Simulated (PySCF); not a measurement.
A core-ionisation job, as run on `ClCCB(F)F`.

The calculation used delta-SCF UKS SCAN, pcX-2 on the ionised atom, pcseg-1 elsewhere, spin-free X2C (PySCF).

Input of the driver that calls PySCF (job settings, then Cartesian coordinates in Å):

```
{"job": {"kind": "xps"}, "charge": 0, "multiplicity": 1}
F     -2.4681     0.0604     0.9965
B     -1.4034     0.4141     0.3012
F     -1.5296     1.4835    -0.4648
C     -0.0633    -0.3885     0.4012
C      1.0104     0.0465    -0.5712
Cl     2.5179    -0.8971    -0.3631
H     -0.2838    -1.4633     0.2834
H      0.3016    -0.2892     1.4398
H      1.2784     1.1031    -0.4363
H      0.6951    -0.0901    -1.6149
```

Output:

```
ground state, core basis on atom 0 (F), 139 functions
  cycle   1  E = -764.80546239  |g| = 7.16e-01
  cycle   2  E = -764.68835773  |g| = 1.17e+00
  cycle   3  E = -764.88811588  |g| = 1.18e-01
  cycle   4  E = -764.89102273  |g| = 3.06e-02
  cycle   5  E = -764.89117457  |g| = 1.33e-02
  cycle   6  E = -764.89120370  |g| = 5.80e-03
  cycle   7  E = -764.89120923  |g| = 1.57e-03
  cycle   8  E = -764.89120825  |g| = 4.25e-04
  E(ground) = -764.89266100 Eh
hole in F 1s of atom 0
  cycle   1  E = -738.50854103  |g| = 2.58e+00
  cycle   2  E = -736.84231549  |g| = 2.53e+00
  cycle   3  E = -738.70095382  |g| = 9.92e-01
  cycle   4  E = -739.35476949  |g| = 2.64e-01
  cycle   5  E = -739.36951235  |g| = 1.93e-01
  cycle   6  E = -739.38308265  |g| = 6.24e-02
  cycle   7  E = -739.38431034  |g| = 1.85e-02
  cycle   8  E = -739.38444553  |g| = 3.72e-03
  cycle   9  E = -739.38445158  |g| = 1.17e-03
  cycle  10  E = -739.38445241  |g| = 5.82e-04
  cycle  11  E = -739.38445217  |g| = 1.51e-04
  E(ion) = -739.39289009 Eh   <S^2> = 0.7563   hole on atom = 1.000   binding energy = 693.884 eV
ground state, core basis on atom 1 (B), 139 functions
  cycle   1  E = -764.84808145  |g| = 1.17e-01
  cycle   2  E = -764.84450883  |g| = 1.87e-01
  cycle   3  E = -764.84987388  |g| = 1.25e-02
  cycle   4  E = -764.84988637  |g| = 1.04e-02
  cycle   5  E = -764.84990292  |g| = 1.60e-03
  cycle   6  E = -764.84990231  |g| = 3.19e-04
  E(ground) = -764.84911935 Eh
hole in B 1s of atom 1
  cycle   1  E = -757.12734089  |g| = 1.16e+00
  cycle   2  E = -754.42500597  |g| = 2.30e+00
  cycle   3  E = -757.32516071  |g| = 4.95e-01
  cycle   4  E = -757.19686830  |g| = 5.75e-01
  cycle   5  E = -757.46995600  |g| = 2.09e-01
  cycle   6  E = -757.48664804  |g| = 1.34e-01
  cycle   7  E = -757.49584961  |g| = 5.99e-02
  cycle   8  E = -757.31855298  |g| = 4.15e-01
  cycle   9  E = -757.49847815  |g| = 1.95e-02
  cycle  10  E = -757.49842151  |g| = 1.78e-02
  cycle  11  E = -757.49870033  |g| = 2.87e-03
  cycle  12  E = -757.49869825  |g| = 3.12e-03
  cycle  13  E = -757.49869471  |g| = 3.20e-03
  cycle  14  E = -757.49870602  |g| = 1.10e-03
  cycle  15  E = -757.49870590  |g| = 1.77e-04
  E(ion) = -757.50027042 Eh   <S^2> = 0.8203   hole on atom = 1.000   binding energy = 199.972 eV
ground state, core basis on atom 3 (C), 139 functions
  cycle   1  E = -764.84712989  |g| = 5.99e-02
  cycle   2  E = -764.84703308  |g| = 3.41e-02
  cycle   3  E = -764.84709905  |g| = 2.81e-02
  cycle   4  E = -764.84722204  |g| = 3.56e-03
  cycle   5  E = -764.84722510  |g| = 4.09e-04
  E(ground) = -764.84586951 Eh
hole in C 1s of atom 3
  cycle   1  E = -753.58239223  |g| = 1.51e+00
  cycle   2  E = -752.87144108  |g| = 1.85e+00
  cycle   3  E = -754.07364665  |g| = 4.02e-01
  cycle   4  E = -754.11536150  |g| = 2.60e-01
  cycle   5  E = -754.14058059  |g| = 5.08e-02
  cycle   6  E = -754.14138930  |g| = 1.27e-02
  cycle   7  E = -754.14144981  |g| = 7.43e-03
  cycle   8  E = -754.14147745  |g| = 2.99e-03
  cycle   9  E = -754.14148416  |g| = 9.61e-04
  cycle  10  E = -754.14148368  |g| = 7.79e-04
  cycle  11  E = -754.14148489  |g| = 3.08e-04
  E(ion) = -754.13803287 Eh   <S^2> = 0.7669   hole on atom = 1.000   binding energy = 291.375 eV
ground state, core basis on atom 4 (C), 139 functions
  cycle   1  E = -764.84934187  |g| = 5.86e-02
  cycle   2  E = -764.84933379  |g| = 2.05e-02
  cycle   3  E = -764.84935736  |g| = 1.79e-02
  cycle   4  E = -764.84943762  |g| = 3.03e-03
  cycle   5  E = -764.84943750  |g| = 6.46e-04
  cycle   6  E = -764.84943638  |g| = 8.75e-05
  E(ground) = -764.84747142 Eh
hole in C 1s of atom 4
  cycle   1  E = -753.53042554  |g| = 1.51e+00
  cycle   2  E = -752.50849317  |g| = 2.04e+00
  cycle   3  E = -754.00720471  |g| = 4.38e-01
  cycle   4  E = -754.07937098  |g| = 1.83e-01
  cycle   5  E = -754.09468999  |g| = 7.03e-02
  cycle   6  E = -754.09622336  |g| = 2.52e-02
  cycle   7  E = -754.09645613  |g| = 7.57e-03
  cycle   8  E = -754.09648993  |g| = 4.07e-03
  cycle   9  E = -754.09650095  |g| = 2.09e-03
  cycle  10  E = -754.09650463  |g| = 1.20e-03
  cycle  11  E = -754.09650443  |g| = 3.44e-04
  E(ion) = -754.09075781 Eh   <S^2> = 0.7780   hole on atom = 1.000   binding energy = 292.705 eV
ground state, core basis on atom 5 (Cl), 150 functions
  cycle   1  E = -765.03128684  |g| = 4.86e-01
  cycle   2  E = -765.03142448  |g| = 4.84e-02
  cycle   3  E = -765.03138896  |g| = 3.72e-02
  cycle   4  E = -765.03158388  |g| = 7.89e-03
  cycle   5  E = -765.03159765  |g| = 2.35e-03
  cycle   6  E = -765.03159652  |g| = 2.80e-04
  E(ground) = -765.01625303 Eh
hole in Cl 1s of atom 5
  cycle   1  E = -659.83724900  |g| = 5.47e+00
  cycle   2  E = -660.14326052  |g| = 2.23e+00
  cycle   3  E = -660.69797228  |g| = 9.01e-01
  cycle   4  E = -661.04228570  |g| = 2.81e-01
  cycle   5  E = -661.06319726  |g| = 1.74e-01
  cycle   6  E = -661.07243077  |g| = 4.50e-02
  cycle   7  E = -661.07303403  |g| = 1.70e-02
  cycle   8  E = -661.07315844  |g| = 3.01e-03
  cycle   9  E = -661.07316286  |g| = 1.35e-03
  cycle  10  E = -661.07316321  |g| = 6.07e-04
  cycle  11  E = -661.07316338  |g| = 2.19e-04
  E(ion) = -661.06554148 Eh   <S^2> = 0.7524   hole on atom = 1.000   binding energy = 2828.643 eV
hole in Cl 2p of atom 5
  cycle   1  E = -756.97249108  |g| = 1.70e+00
  cycle   2  E = -756.86571476  |g| = 1.33e+00
  cycle   3  E = -757.36094258  |g| = 3.69e-01
  cycle   4  E = -757.42075196  |g| = 1.52e-01
  cycle   5  E = -757.42669624  |g| = 8.44e-02
  cycle   6  E = -757.42904297  |g| = 2.24e-02
  cycle   7  E = -757.42922065  |g| = 5.96e-03
  cycle   8  E = -757.42923676  |g| = 1.87e-03
  cycle   9  E = -757.42923809  |g| = 5.65e-04
  cycle  10  E = -757.42923958  |g| = 2.57e-04
  E(ion) = -757.42191171 Eh   <S^2> = 0.7517   hole on atom = 1.001   binding energy = 206.653 eV
  2p3/2 = 206.054 eV   2p1/2 = 207.708 eV
```

Atoms in this output count from 0. The cycles run on a coarser grid; E(ground) and E(ion) are re-evaluated on a finer one, so they differ from the last cycles. The 2p3/2 and 2p1/2 values come from a spin–orbit splitting computed afterwards within the 2p shell; their 2:1 mean is the average over the three 2p orbitals, so it can differ from the printed binding energy of the one hole solved. The run used up to 150 basis functions and 100 SCF iterations in all.

Time: 71 s; peak memory 0.51 GiB. Hardware: one thread, Intel Xeon at 2.50 GHz (x86_64), shared host with 64 logical CPUs at a one-minute load of 57.

Binding energies (atoms from 0): F1s of atom 0 693.88 eV; B1s of atom 1 199.97 eV; C1s of atom 3 291.38 eV; C1s of atom 4 292.71 eV; Cl1s of atom 5 2828.64 eV; Cl2p of atom 5 206.61 eV (mean of the shell).

The structure is a single PBE0-D3(BJ)/def2-SVP conformer in the gas phase; no vibrational or solvent corrections.
